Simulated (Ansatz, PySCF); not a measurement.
SiH2Cl2, SMILES Cl[SiH2]Cl. Atoms are numbered in the order given.

```xyz
5

Si     0.0000     0.0000    -0.7598
Cl     1.6824     0.0000     0.4151
Cl    -1.6824     0.0000     0.4151
H      0.0000     1.2244    -1.5733
H      0.0000    -1.2244    -1.5733
```

Geometry: B3LYP-D3(BJ)/def2-TZVP. The isomer is the one that the SMILES or the coordinates give; other isomers of the formula were not compared.

Two levels are set side by side: PBE-D3(BJ)/def2-TZVP (Ansatz, a first-principles code) and B3LYP-D3(BJ)/def2-TZVP (Ansatz). Each level has its own optimised geometry; the coordinates shown are those of the second. Frequencies come from the Hessian of PySCF at each geometry. Differences are taken from unrounded values.

```json
[
 {"quantity": "mean bond length (Å)", "B3LYP-D3(BJ)": "1.761"},
 {"quantity": "bond Si1–Cl2 (Å)", "B3LYP-D3(BJ)": "2.052"},
 {"quantity": "bond Si1–Cl3 (Å)", "B3LYP-D3(BJ)": "2.052"},
 {"quantity": "bond Si1–H4 (Å)", "B3LYP-D3(BJ)": "1.470"},
 {"quantity": "bond Si1–H5 (Å)", "B3LYP-D3(BJ)": "1.470"},
 {"quantity": "highest harmonic wavenumber (cm⁻¹)", "B3LYP-D3(BJ)": "2291"},
 {"quantity": "mean harmonic wavenumber (cm⁻¹)", "B3LYP-D3(BJ)": "999"},
 {"quantity": "zero-point energy (kcal/mol)", "B3LYP-D3(BJ)": "12.85"}
]
```

Q: What does PBE-D3(BJ) give, and how far is it from B3LYP-D3(BJ)? (The exact figures need the calculation; the answer reports its results.)

A: 
| quantity | PBE-D3(BJ) | PBE-D3(BJ) minus B3LYP-D3(BJ) |
|---|---|---|
| mean bond length (Å) | 1.771 | 0.010 |
| bond Si1–Cl2 (Å) | 2.056 | 0.004 |
| bond Si1–Cl3 (Å) | 2.056 | 0.004 |
| bond Si1–H4 (Å) | 1.485 | 0.015 |
| bond Si1–H5 (Å) | 1.485 | 0.015 |
| highest harmonic wavenumber (cm⁻¹) | 2217 | -73 |
| mean harmonic wavenumber (cm⁻¹) | 965 | -34 |
| zero-point energy (kcal/mol) | 12.41 | -0.44 |

GGA bonds tend to be longer and softer than those of functionals with exact exchange. Differences between two approximate levels are no errors against the true value.
